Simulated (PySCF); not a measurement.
Electronic structure of Ar⁺ (argon, charge +1) at the UHF level

Configuration: [Ne] 3s2 3p5, 2P determinant. All numbers are calculated (PySCF 2.14, the spin-free X2C one-electron Hamiltonian (Gaussian nucleus), in Sapporo-DZP-2012 (5s4p2d, 27 functions)).

```
Total energy                                                  : -527.814412 hartree
One-electron energy                                           : -721.3476 hartree
Hartree (Coulomb) energy                                      : 223.4253 hartree
Exchange energy                                               : -29.8921 hartree
⟨S²⟩                                                          : 0.7573
⟨L²⟩                                                          : 2.023
Sum of ⟨r⟩                                                    : 13.79 bohr
Sum of ⟨r²⟩                                                   : 20.19 bohr²
Traceless quadrupole moment −½Σ⟨3z² − r²⟩ along its main axis : 1.22 e·bohr²
Langevin diamagnetic susceptibility                           : -16.0 ×10⁻⁶ cm³/mol
Time after the integrals                                      : 0.07 s of wall time on 1 thread of Neoverse-V1 (shared host)
```

```json
{"shell": "1s α", "electrons": "1", "mean orbital energy (hartree)": "-119.58760", "spread (hartree)": "0", "rms radius, mean of both spins (bohr)": "0.0997"}
{"shell": "1s β", "electrons": "1", "mean orbital energy (hartree)": "-119.57164", "spread (hartree)": "0", "rms radius, mean of both spins (bohr)": "0.0997"}
{"shell": "2s α", "electrons": "1", "mean orbital energy (hartree)": "-12.92674", "spread (hartree)": "0", "rms radius, mean of both spins (bohr)": "0.447"}
{"shell": "2s β", "electrons": "1", "mean orbital energy (hartree)": "-12.91296", "spread (hartree)": "0", "rms radius, mean of both spins (bohr)": "0.447"}
{"shell": "2p α", "electrons": "3", "mean orbital energy (hartree)": "-10.11266", "spread (hartree)": "0.03209", "rms radius, mean of both spins (bohr)": "0.416"}
{"shell": "2p β", "electrons": "3", "mean orbital energy (hartree)": "-10.08658", "spread (hartree)": "0.02324", "rms radius, mean of both spins (bohr)": "0.416"}
{"shell": "3s α", "electrons": "1", "mean orbital energy (hartree)": "-1.79293", "spread (hartree)": "0", "rms radius, mean of both spins (bohr)": "1.48"}
{"shell": "3s β", "electrons": "1", "mean orbital energy (hartree)": "-1.65209", "spread (hartree)": "0", "rms radius, mean of both spins (bohr)": "1.48"}
{"shell": "3p α", "electrons": "3", "mean orbital energy (hartree)": "-1.07103", "spread (hartree)": "0.08895", "rms radius, mean of both spins (bohr)": "1.69"}
{"shell": "3p β", "electrons": "2", "mean orbital energy (hartree)": "-1.01322", "spread (hartree)": "0", "rms radius, mean of both spins (bohr)": "1.69"}
```

Densities and radii are taken from the X2C orbitals without a picture-change correction, which distorts them close to the nucleus.
